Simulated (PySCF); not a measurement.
CH₃AlCl, SMILES [CH3][Al+][Cl], charge +1.

Geometry optimised at B3LYP-D3(BJ)/def2-TZVP. The multiplicity is an assumed one; other spin states were not compared. The isomer is the one that the SMILES or the coordinates give; other isomers of the formula were not compared.

All values below come from HF/def2-TZVPD run with PySCF.

The total energy comes out as -740.87457 hartree and the point group is C3v. The highest occupied level is -18.35 eV. The lowest empty level comes out as -4.43 eV and the orbital gap comes out as 13.92 eV. The dipole moment about the centre of nuclear charge is 3.82 D. The mean static polarisability is 41.7 bohr³ (6.19 Å³) and the polarisability, principal values is 34.1, 34.1, 57.0 bohr³.
